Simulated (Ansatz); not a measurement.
System: C2H4N (charge 0, doublet). It need not be the lowest isomer of its formula. SMILES: [CH2]N=C
Structure (B3LYP-D3(BJ)/def2-TZVP (Ansatz, a program for electronic structure) minimum search):
```
N
C 1 1.3156
C 1 1.3156 2 119.76
H 2 1.0827 1 118.95 3 -180.00
H 3 1.0827 1 118.95 2 -180.00
H 3 1.0937 5 118.71 1 -180.00
H 2 1.0937 4 118.71 1 -180.00
```
Charge 0, spin multiplicity 2.

Property: atomisation energy (electronic, to ground-state atoms), in kcal/mol. Correlated levels leave the core frozen unless marked. UHF or UKS for open shells. Spin-orbit coupling is left out. No relativistic terms. The coupled-cluster limit lacks core correlation, which all-electron functionals hold. Basis-set limits of correlation are two-point, X^-3; Hartree-Fock from the larger set. The bracket is a focal-point correction in the basis named.

| level | program | atomisation energy (kcal/mol) |
|---|---|---|
| HF/STO-3G | Ansatz | 511.2 |

What does RI-MP2/CBS(cc-pVTZ,cc-pVQZ)+[CCSD(T)-MP2]/cc-pVTZ (Ansatz) give?

631.8 kcal/mol
